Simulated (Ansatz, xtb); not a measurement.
**Isomers of H4NOSi2 in order of energy**

13 gas-phase structures of H4NOSi2, found in a search over its isomers (lower ones may exist). Each was relaxed with GFN2-xTB; where two conformers were screened, the lower at r2SCAN-D4/def2-SVP is listed:

A. `[H]/N=[Si]\O[SiH3]`, a doublet
B. `[H]/N=[SiH]\O[SiH2]`, a doublet
C. `N[SiH2][Si]=O`, a doublet
D. `[N]1[SiH2]O[SiH2]1`, a doublet
E. `O=[SiH][N][SiH3]`, a doublet
F. `[N]=[SiH]O[SiH3]`, a doublet
G. a doublet given by its coordinates
H. `N[SiH][SiH]=O`, a doublet
I. a doublet given by its coordinates
J. `O/[SiH]=N/[SiH2]`, a doublet
K. `O=[SiH]N[SiH2]`, a doublet
L. `O=[Si]N[SiH3]`, a doublet
M. `[H]/N=[SiH]/O[SiH2]`, a doublet

G (Å):

```yaml
atoms:
  - { symbol: N, position_ang: [1.7295, -0.0457, 0.7065] }
  - { symbol: O, position_ang: [0.1536, -0.4665, -0.9469] }
  - { symbol: Si, position_ang: [-0.0128, -0.2243, 0.7143] }
  - { symbol: Si, position_ang: [1.7942, -0.2811, -1.0240] }
  - { symbol: H, position_ang: [2.4109, 0.2319, 1.3897] }
  - { symbol: H, position_ang: [-0.4644, -1.4869, 1.2908] }
  - { symbol: H, position_ang: [2.4370, -1.5268, -1.4024] }
  - { symbol: H, position_ang: [2.1499, 0.8980, -1.7905] }
```

Close contacts (Å): N1–Si3 1.75, N1–Si4 1.75, O2–Si3 1.69, O2–Si4 1.65, Si3–Si4 2.51, N1–H5 1.00, Si3–H6 1.46, Si4–H7 1.45, Si4–H8 1.45.

I (Å):

```json
{"atom": "N", "x (Å)": "1.1078", "y (Å)": "-1.9756", "z (Å)": "-2.0643"}
{"atom": "O", "x (Å)": "0.4198", "y (Å)": "-0.7792", "z (Å)": "0.1187"}
{"atom": "Si", "x (Å)": "-0.2548", "y (Å)": "-1.6959", "z (Å)": "-1.0615"}
{"atom": "Si", "x (Å)": "1.5154", "y (Å)": "0.1427", "z (Å)": "0.8609"}
{"atom": "H", "x (Å)": "1.0723", "y (Å)": "-2.5212", "z (Å)": "-2.9076"}
{"atom": "H", "x (Å)": "2.0361", "y (Å)": "-1.6232", "z (Å)": "-1.8703"}
{"atom": "H", "x (Å)": "0.7687", "y (Å)": "1.2338", "z (Å)": "1.4688"}
{"atom": "H", "x (Å)": "2.5840", "y (Å)": "0.5494", "z (Å)": "-0.0494"}
```

Close contacts (Å): N1–Si3 1.71, O2–Si3 1.64, O2–Si4 1.61, N1–H5 1.01, N1–H6 1.01, Si4–H7 1.46, Si4–H8 1.46.

Question: Make a reasoned guess at their ranking by r2SCAN-D4/def2-SVP single-point energy.

Answer: Calculated order at r2SCAN-D4/def2-SVP: G (0.0), I (70.7), L (116.2), K (134.4), D (141.4), J (155.2), A (158.4), B (160.1), M (170.7), C (189.9), H (200.0), E (225.1), F (263.3) kJ/mol. Less than 1 kcal/mol parts J and A; A and B, so the order within those pairs means little.

Energies above the lowest of each column, in kJ/mol; the last columns are at PBE-D3(BJ)/def2-SVP geometries and were run for some of them only (a dash: not run or not comparable):

```tsv
structure	GFN2-xTB	HF/STO-3G	r2SCAN-D4/def2-SVP	PBE-D3(BJ)/def2-SVP	CCSD(T)/def2-SVP + ΔMP2/def2-TZVPP
G	0.0	0.0	0.0	0.0	0.0
I	83.4	73.4	70.7	56.2	76.5
L	36.5	125.7	116.2	106.3	123.8
K	12.9	243.1	134.4	–	–
D	73.6	19.8	141.4	–	–
J	83.0	288.3	155.2	–	–
A	36.3	260.4	158.4	–	–
B	34.2	304.7	160.1	–	–
M	19.7	304.3	170.7	–	–
C	79.9	201.2	189.9	–	–
H	85.6	248.6	200.0	–	–
E	55.6	207.8	225.1	–	–
F	79.6	197.5	263.3	–	–
```

Every level run on G puts it lowest or level with the lowest. Some further structures that were screened fall inside this span and aren't listed. Flexible structures stand in one conformer each, not always the lowest. Frequencies (PBE-D3(BJ)/def2-SVP) were run for G, I, L alone. The ΔMP2 step shifts differences by up to 20.1 kJ/mol, which makes them less sure. Open shells are spin-unrestricted, some with notable spin contamination. ΔMP2 is the change of the MP2 energy from the smaller to the larger basis.

Over these structures GFN2-xTB departs from r2SCAN-D4/def2-SVP by 45.4 kJ/mol on average once a common shift is removed. A GFN2-xTB relaxation took about 0.13 s and the r2SCAN-D4/def2-SVP energy about 2.5 s on a shared host (Ansatz 0.2.0, xtb 6.7.1).
